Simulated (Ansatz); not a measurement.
Reactions of `[F][In]([Br])[Br]`.

Calculated with Ansatz (gas phase, PBE0-D4/def2-TZVP geometries, no zero-point term in ΔE). CCSD(T)/CBS adds triple-zeta CCSD(T) − MP2 to the extrapolated MP2 energy (def2 sets, frozen cores). This one scheme is used for every species, atoms too. DFT in def2-TZVPP. Open shells (•) are unrestricted, without spin–orbit coupling. Spin–orbit coupling would lower the free atoms: a little for F; clearly for Br; strongly for In. Elements past krypton have def2 core potentials. For Br, In outer-core shells are correlated without core-valence functions, so the limit isn't a true one: a few kJ/mol of doubt a bond, and 10 to 20 or more in all where bonds break to atoms. Scalar relativity is left out up to krypton. One conformer a species, not always the lowest.

| reaction | LDA (SPW92) (kJ/mol) | CCSD(T)/CBS(def2) (kJ/mol) |
| --- | --- | --- |
| `[F][In]([Br])[Br]` + `SS[SiH2]Cl` → `S[S][In]([Br])[Br]` + `F[SiH2]Cl` | -114 | -115 |
| `[F][In]([Br])[Br]` + H₂O → `[OH][In]([Br])[Br]` + H–F | 19 | 21 |
| `[F][In]([Br])[Br]` + `OB(F)Br` → `[Br][In]([Br])[Br]` + `OB(F)F` | -145 | -149 |
| `[F][In]([Br])[Br]` + HCl → `[Cl][In]([Br])[Br]` + H–F | -58 | -62 |
| `[F][In]([Br])[Br]` + NH₃ → `[NH2][In]([Br])[Br]` + H–F | 28 | 31 |
| `[F][In]([Br])[Br]` + H–F → `[F][In]([F])[Br]` + HBr | 82 | 87 |
| `[F][In]([Br])[Br]` + HBr → `[Br][In]([Br])[Br]` + H–F | -77 | -84 |
| `[F][In]([Br])[Br]` + H₂O → `[OH][In]([F])[Br]` + HBr | 99 | 107 |
| `[F][In]([Br])[Br]` → 2 Br• + F• + In• | 1183 | 1030 |
| `[F][In]([Br])[Br]` + H₂ → `[Br][InH][Br]` + H–F | 7 | 22 |

Largest T1 diagnostic: 0.015, for In•.
